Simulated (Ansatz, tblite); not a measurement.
Cost and result up the ladder for [NbO4]3- (NbO₄³⁻) (5 atoms). Charge -3, multiplicity 1. Geometry: PBE-D4/def2-SVPD.

| atom | x (Å) | y (Å) | z (Å) |
| --- | --- | --- | --- |
| Nb1 | 0.000 | -0.001 | 0.000 |
| O2 | -1.369 | -0.110 | -1.307 |
| O3 | -0.666 | 0.885 | 1.539 |
| O4 | 1.468 | 0.974 | -0.703 |
| O5 | 0.567 | -1.748 | 0.471 |

Ansatz on 4 threads of Intel Xeon on a shared host; xTB runs through tblite on one thread. Times are rough, summed over both states, and most runs start from the orbitals of an earlier one. PBE0-D4/def2-TZVPD serves as the yardstick here, not as an exact answer. The other state is a doublet.

In the def2 sets Nb takes a core potential; there is no spin–orbit coupling. The xTB rows come from tblite. A multiply charged anion in the gas phase is held together partly by the finite basis. Removing one electron lowers the energy by 5.93 eV at PBE0-D4/def2-TZVPD, so it isn't bound.

Raw xTB energies of ions are shifted by several eV.

```csv
level,functions,vertical IE (eV),difference from PBE0-D4/def2-TZVPD (eV),remarks
GFN2-xTB,25,-2.74,3.19,–
PBE0-D4/def2-TZVPD (with forces),200,-5.93,0.00,"HOMO above zero (-2 doublet), HOMO above zero (-3 singlet)"
PBE-D4/def2-TZVPD,200,-6.17,-0.25,"HOMO above zero (-2 doublet), HOMO above zero (-3 singlet)"
GFN1-xTB,25,-2.02,3.91,–
r2SCAN-D4/def2-TZVPD,200,-6.14,-0.21,"HOMO above zero (-2 doublet), HOMO above zero (-3 singlet)"
```

Task: Estimate how long each takes.

Result: GFN1-xTB 0.034 s; GFN2-xTB 0.059 s; PBE-D4/def2-TZVPD 34 s; PBE0-D4/def2-TZVPD (with forces) 45 s; r2SCAN-D4/def2-TZVPD 57 s. On shared hardware such times vary by a factor of up to 3.
